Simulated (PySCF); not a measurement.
CH5S, SMILES C[SH2+], charge +1. Atoms are numbered in the order given.

```xyz
7

C     -1.2002    -0.0293     0.0000
S      0.6207     0.1112     0.0000
H     -1.5395     0.4936     0.8923
H     -1.5395     0.4936    -0.8923
H     -1.5023    -1.0719     0.0000
H      0.9256    -0.7596     0.9898
H      0.9256    -0.7596    -0.9898
```
Charge +1, spin multiplicity 1.

Geometry: B3LYP-D3(BJ)/def2-TZVP. The isomer is the one that the SMILES or the coordinates give; other isomers of the formula were not compared.

The numbers are results of PySCF with B3LYP/pcJ-1, not measurements.

Isotropic couplings with Fermi-contact, spin-dipole and both spin-orbit terms, one fixed conformer, no vibrational averaging. Isotopes: 13C, 1H.

```
pair   bonds apart  J (Hz)
-----  -----------  ------
C1–H3            1     [?]
C1–H4            1     [?]
C1–H5            1     [?]
C1–H6            2    -1.1
C1–H7            2    -1.1
H3–H4            2   -15.7
H3–H5            2   -12.1
H4–H5            2   -12.1
H6–H7            2   -14.5
H3–H6            3     [?]
H3–H7            3     [?]
H4–H6            3     [?]
H4–H7            3     [?]
H5–H6            3     [?]
H5–H7            3     [?]
```

Question: What belongs in the gaps? (Estimate from the structure and the level; the computed values follow.)

Answer: 
- C1–H3, J (Hz): 162.0
- C1–H4, J (Hz): 162.0
- C1–H5, J (Hz): 167.9
- H3–H6, J (Hz): 1.7
- H3–H7, J (Hz): 20.0
- H4–H6, J (Hz): 20.0
- H4–H7, J (Hz): 1.7
- H5–H6, J (Hz): 6.3
- H5–H7, J (Hz): 6.3
